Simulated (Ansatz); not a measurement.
C2H6OSi can be A, `O=CC[SiH3]`, or B, `[SiH3]C1CO1`.

Computed with Ansatz on PBE0-D4/def2-TZVP structures; ΔE is electronic, products minus reactants. CBS: MP2 limit from def2 TZ/QZ plus the TZ coupled-cluster correction, frozen cores. DFT in def2-TZVPP. B3LYP here is the variant with VWN-RPA as its local correlation; programs differ in this. One conformer a species, not always the lowest.

A:

```xyz
10

O     0.885    0.191   -1.838
C     0.694    0.984   -0.955
C     0.018    0.647    0.337
Si   -0.506   -1.165    0.437
H     1.026    2.038   -1.071
H     0.694    0.908    1.161
H    -0.844    1.315    0.462
H     0.675   -2.056    0.345
H    -1.161   -1.375    1.757
H    -1.481   -1.486   -0.634
```

B:

```xyz
10

Si   -0.022   -0.314   -1.399
C     0.505   -0.203    0.397
C    -0.267    0.584    1.367
O    -0.385   -0.820    1.339
H     0.794    0.623   -2.217
H     0.177   -1.695   -1.912
H    -1.458    0.055   -1.491
H     1.557   -0.354    0.639
H    -1.145    1.135    1.040
H     0.243    0.989    2.238
```

Task: Which isomer does CCSD(T)/CBS put lower? Give the gap. (Estimate.)

Result: Ansatz gave: A, by 27.2 kcal/mol.

Task: Give E(B) − E(A) in kcal/mol with BLYP-D4, r2SCAN-D4, MP2/def2-TZVPP, HF/def2-TZVPP, PBE0-D4, CCSD(T)/def2-TZVPP, B3LYP-D4. (An estimate is asked.)

Result: The calculation gave: BLYP-D4 29.1, r2SCAN-D4 26.2, MP2/def2-TZVPP 26.7, HF/def2-TZVPP 32.0, PBE0-D4 25.2, CCSD(T)/def2-TZVPP 27.7, B3LYP-D4 28.6. None reverses the order clearly.

Task: Does the order hold for the free energy at 298.15 K (harmonic terms from PBE0-D4)? (Estimate.)

Result: Ansatz gave: Yes: G(B) − G(A) = +29.0 kcal/mol, for one conformer each.

Largest T1 diagnostic: 0.014.

At CCSD(T), def2-SVP lies +4.2 kcal/mol from the extrapolated value and def2-TZVPP +0.5 kcal/mol. Leaving LDA and LC-ωPBE aside and taking each functional with its dispersion term where it has one, the values, not all of them listed here, spread over 4.0 kcal/mol, from HSE06-D4 to BLYP-D4. LDA lies −2.2 kcal/mol from PBE without D4.
